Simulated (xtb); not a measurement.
Input for xtb: GFN2-xTB on CH7ISi (a complex).

```
$ xtb mol.xyz --gfn 2 --sp --chrg 0 --uhf 0
10

Si     0.14233455     0.04488763    -0.03849590
H      1.28925140    -0.85688103     0.19584535
H      0.23097372     1.21991516     0.85687301
H     -1.12633037    -0.67199949     0.21983356
H      0.15633337     0.50878878    -1.44607821
C     -1.92127765     0.35523479     3.33690883
I     -0.27238339    -0.95017105     3.80882752
H     -2.50357481    -0.12974691     2.56225104
H     -2.49789993     0.49074389     4.24442621
H     -1.50046254     1.29077138     2.98747393
```

Program output:

```
[...]
           -------------------------------------------------
          |                Calculation Setup                |
           -------------------------------------------------



molecular fragmentation (1/2 indicates fragments):
1111122222
# atoms in fragment 1/2:     5     5
 fragment masses (1/2) :       32.12      141.94
CMA distance (Bohr)    :   7.438
constraining FC (au)   :  0.0500

           -------------------------------------------------
          |                 G F N 2 - x T B                 |
           -------------------------------------------------

        Reference                      10.1021/acs.jctc.8b01176
      * Hamiltonian:
        H0-scaling (s, p, d)           1.850000    2.230000    2.230000
        zeta-weighting                 0.500000
      * Dispersion:
        s8                             2.700000
        a1                             0.520000
        a2                             5.000000
        s9                             5.000000
      * Repulsion:
        kExp                           1.500000    1.000000
        rExp                           1.000000
      * Coulomb:
        alpha                          2.000000
        third order                    shell-resolved
        anisotropic                    true
        a3                             3.000000
        a5                             4.000000
        cn-shift                       1.200000
        cn-exp                         4.000000
        max-rad                        5.000000


          ...................................................
          :                      SETUP                      :
          :.................................................:
          :  # basis functions                  31          :
          :  # atomic orbitals                  29          :
          :  # shells                           15          :
          :  # electrons                        22          :
          :  max. iterations                   250          :
          :  Hamiltonian                  GFN2-xTB          :
          :  restarted?                      false          :
          :  GBSA solvation                  false          :
          :  PC potential                    false          :
          :  electronic temp.          300.0000000     K    :
          :  accuracy                    1.0000000          :
          :  -> integral cutoff          0.2500000E+02      :
          :  -> integral neglect         0.1000000E-07      :
          :  -> SCF convergence          0.1000000E-05 Eh   :
          :  -> wf. convergence          0.1000000E-03 e    :
          :  Broyden damping             0.4000000          :
          :  net charge                          0          :
          :  unpaired electrons                  0          :
          ...................................................

 iter      E             dE          RMSdq      gap      omega  full diag
   1    -11.2625485 -0.112625E+02  0.796E+00    5.09       0.0  T
   2    -11.3277509 -0.652024E-01  0.394E+00    4.67       1.0  T
   3    -11.3293554 -0.160444E-02  0.122E+00    4.86       1.0  T
   4    -11.3306889 -0.133358E-02  0.789E-01    4.72       1.0  T
   5    -11.3308907 -0.201794E-03  0.498E-01    4.74       1.0  T
   6    -11.3310339 -0.143156E-03  0.225E-01    4.70       1.0  T
   7    -11.3310680 -0.340947E-04  0.378E-02    4.70       1.0  T
   8    -11.3310687 -0.737194E-06  0.199E-02    4.70       1.6  T
   9    -11.3310690 -0.299851E-06  0.943E-03    4.70       3.4  T
  10    -11.3310691 -0.123884E-06  0.370E-03    4.70       8.5  T
  11    -11.3310691 -0.754294E-08  0.154E-03    4.70      20.5  T
  12    -11.3310691 -0.196521E-08  0.441E-04    4.70      71.7  T
  13    -11.3310691 -0.634337E-11  0.288E-04    4.70     109.7  T

   *** convergence criteria satisfied after 13 iterations ***

         #    Occupation            Energy/Eh            Energy/eV
      -------------------------------------------------------------
         1        2.0000           -0.7385804             -20.0978
       ...           ...                  ...                  ...
         5        2.0000           -0.5180116             -14.0958
         6        2.0000           -0.4895118             -13.3203
         7        2.0000           -0.4309235             -11.7260
         8        2.0000           -0.4296486             -11.6913
         9        2.0000           -0.4272087             -11.6249
        10        2.0000           -0.4078904             -11.0993
        11        2.0000           -0.4073462             -11.0845 (HOMO)
        12                         -0.2345133              -6.3814 (LUMO)
        13                         -0.1845800              -5.0227
        14                         -0.1835796              -4.9955
        15                         -0.1809553              -4.9240
        16                         -0.0968427              -2.6352
       ...                                ...                  ...
        29                          0.6704156              18.2429
      -------------------------------------------------------------
                  HL-Gap            0.1728329 Eh            4.7030 eV
             Fermi-level           -0.3209298 Eh           -8.7329 eV

 SCC (total)                   0 d,  0 h,  0 min,  0.005 sec
 SCC setup                      ...        0 min,  0.000 sec (  2.374%)
 Dispersion                     ...        0 min,  0.000 sec (  0.841%)
 classical contributions        ...        0 min,  0.000 sec (  0.443%)
 integral evaluation            ...        0 min,  0.001 sec ( 14.162%)
 iterations                     ...        0 min,  0.003 sec ( 55.546%)
 molecular gradient             ...        0 min,  0.001 sec ( 25.071%)
 printout                       ...        0 min,  0.000 sec (  1.408%)

         :::::::::::::::::::::::::::::::::::::::::::::::::::::
         ::                     SUMMARY                     ::
         :::::::::::::::::::::::::::::::::::::::::::::::::::::
         :: total energy             -11.239389345955 Eh    ::
         :: gradient norm              0.015597027643 Eh/a0 ::
         :: HOMO-LUMO gap              4.703022248669 eV    ::
         ::.................................................::
         :: SCC energy               -11.331062930802 Eh    ::
         :: -> isotropic ES            0.013200222615 Eh    ::
         :: -> anisotropic ES          0.004261851650 Eh    ::
         :: -> anisotropic XC          0.006250529862 Eh    ::
         :: -> dispersion             -0.005848822468 Eh    ::
         :: repulsion energy           0.091673584847 Eh    ::
         :: add. restraining           0.000000000000 Eh    ::
         :: total charge              -0.000000000000 e     ::
         :::::::::::::::::::::::::::::::::::::::::::::::::::::

           -------------------------------------------------
          |                Property Printout                |
           -------------------------------------------------

    * Orbital Energies and Occupations

         #    Occupation            Energy/Eh            Energy/eV
      -------------------------------------------------------------
         1        2.0000           -0.7385804             -20.0978
         2        2.0000           -0.7092581             -19.2999
         3        2.0000           -0.6199460             -16.8696
         4        2.0000           -0.5180695             -14.0974
         5        2.0000           -0.5180116             -14.0958
         6        2.0000           -0.4895118             -13.3203
         7        2.0000           -0.4309235             -11.7260
         8        2.0000           -0.4296486             -11.6913
         9        2.0000           -0.4272087             -11.6249
        10        2.0000           -0.4078904             -11.0993
        11        2.0000           -0.4073462             -11.0845 (HOMO)
        12                         -0.2345133              -6.3814 (LUMO)
        13                         -0.1845800              -5.0227
        14                         -0.1835796              -4.9955
        15                         -0.1809553              -4.9240
        16                         -0.0968427              -2.6352
        17                         -0.0964578              -2.6248
        18                          0.0224647               0.6113
        19                          0.0263115               0.7160
        20                          0.0485631               1.3215
        21                          0.0507775               1.3817
        22                          0.1299145               3.5352
       ...                                ...                  ...
        29                          0.6704156              18.2429
      -------------------------------------------------------------
                  HL-Gap            0.1728329 Eh            4.7030 eV
             Fermi-level           -0.3209298 Eh           -8.7329 eV

     #   Z          covCN         q      C6AA      α(0)
     1  14 Si       3.655     0.450    98.707    19.046
     2   1 H        0.914    -0.101     5.619     3.708
     3   1 H        0.913    -0.117     6.189     3.891
     4   1 H        0.913    -0.117     6.187     3.891
     5   1 H        0.913    -0.117     6.204     3.896
     6   6 C        3.731    -0.049    21.541     6.625
     7  53 I        0.978    -0.139   382.192    33.748
     8   1 H        0.932     0.061     2.183     2.310
     9   1 H        0.932     0.066     2.126     2.280
    10   1 H        0.932     0.061     2.182     2.310

 Mol. C6AA /au·bohr⁶  :       2321.238766
 Mol. C8AA /au·bohr⁸  :     118776.443339
 Mol. α(0) /au        :         81.704451


Wiberg/Mayer (AO) data.
largest (>0.10) Wiberg bond orders for each atom

 ---------------------------------------------------------------------------
     #   Z sym  total        # sym  WBO       # sym  WBO       # sym  WBO
 ---------------------------------------------------------------------------
     1  14 Si   3.619 --     2 H    0.907     5 H    0.903     4 H    0.901
                             3 H    0.901
     2   1 H    0.990 --     1 Si   0.907
     3   1 H    0.986 --     1 Si   0.901
     4   1 H    0.986 --     1 Si   0.901
     5   1 H    0.986 --     1 Si   0.903
     6   6 C    3.965 --     8 H    0.992    10 H    0.992     9 H    0.991
                             7 I    0.990
     7  53 I    1.010 --     6 C    0.990
     8   1 H    0.996 --     6 C    0.992
     9   1 H    0.996 --     6 C    0.991
    10   1 H    0.996 --     6 C    0.992
 ---------------------------------------------------------------------------

Topologies differ in total number of bonds
Writing topology from bond orders to xtbtopo.mol

molecular dipole:
                 x           y           z       tot (Debye)
 q only:       -0.492       0.381      -0.118
   full:       -1.025       0.862      -0.448       3.589
molecular quadrupole (traceless):
                xx          xy          yy          xz          yz          zz
 q only:        3.481      -1.062      -0.653      -4.880       4.263      -2.828
  q+dip:        6.853       0.725      -0.571     -11.015      10.658      -6.283
   full:        7.560      -0.590      -0.477     -10.526      10.268      -7.083


           -------------------------------------------------
          | TOTAL ENERGY              -11.239389345955 Eh   |
          | GRADIENT NORM               0.015597027643 Eh/α |
          | HOMO-LUMO GAP               4.703022248669 eV   |
           -------------------------------------------------

------------------------------------------------------------------------
Note: The following floating-point exceptions are signalling: IEEE_UNDERFLOW_FLAG IEEE_DENORMAL
normal termination of xtb
------------------------------------------------------------------------
 total:
 SCF:
```

The run finished.

Cost: about 0.04 core-seconds (a rough figure).
